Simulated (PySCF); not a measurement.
Species: C₃H₈F₂OSi₂.
SMILES with atom numbers: `[F:1][CH:2]([F:3])[O:4][C@:5]1([SiH3:6])[CH2:7][SiH2:8]1`

Definitions: NICS(0) = −σiso at the ring centroid; NICS(1) = −σiso and NICS(1)zz = −σzz at ±1 Å along the ring normal z. Level: GIAO PBE0/pcSseg-1 (PySCF, non-relativistic, gas phase) on the GFN2-xTB geometry, one conformer.

Ring bond lengths (Å), with Mayer bond orders in brackets: C5–C7 1.542 (0.87), C7–Si8 1.879 (0.95), Si8–C5 1.909 (0.88).

**Question.** What do the NICS probes read (ppm)?

**Answer.** 
```tsv
ring	type	NICS(0)	NICS(1), two faces	NICS(1)zz, two faces	rms pucker (Å)	centre to ring atoms, mean (Å)
C5–C7–Si8	3-membered ring with Si; formal bonds all single	-25.6	-9.8 / -6.3	-19.7 / -12.9	0.00	1.03
```

**Question.** What do they say, and how far can they be read as aromaticity?

**Answer.** 
- C5–C7–Si8: mean NICS(1)zz -16.3 ppm, shielded. C5, C7, Si8 have four or more neighbours, so the value isn't read as a sign of a π ring current. The two faces differ by 6.8 ppm, so no symmetry operation interchanges them. NICS(0) lies 18 ppm below the mean NICS(1).

**Question.** At the first NICS(1) probe listed for ring C5–C7–Si8, 1 Å off the ring, how large is the induced field along the normal in 7.05 T applied along it?

**Answer.** NICSzz × B0 = -19.7 ppm × 7.05 T = -139 μT, against the applied field.

**Question.** How shielded are the nuclei of the rings and their hydrogens (means over atoms taken as equivalent)?

**Answer.** 
```
   atoms                  environment  σ isotropic (ppm)  principal values of the symmetric part, first atom (ppm)
      C5   sp3 carbon bound to oxygen              130.0                                         73.5, 95.7, 220.9
      C7  sp3 carbon bound to silicon              177.8                                       140.8, 188.7, 203.9
     Si8                 SiH2 silicon              485.2                                       372.0, 397.8, 685.9
 H on C7           methylene hydrogen              30.86                                          25.2, 27.3, 40.0
 H on C7           methylene hydrogen              30.56                                          25.7, 28.0, 38.0
H on Si8                Si–H hydrogen              28.57                                          23.1, 26.9, 35.7
H on Si8                Si–H hydrogen              28.94                                          23.5, 26.4, 36.9
```

The run took 56 s wall on one thread, Arm Neoverse N1 (aarch64), on a shared host, and the process peaked at 0.90 GiB of memory. This is the whole shielding run at PBE0/pcSseg-1, SCF included.

The values belong to the conformer `[F:1][CH:2]([F:3])[O:4][C@:5]1([SiH3:6])[CH2:7][SiH2:8]1`: F1–C2–O4–C5 145°, C2–O4–C5–Si6 67°.
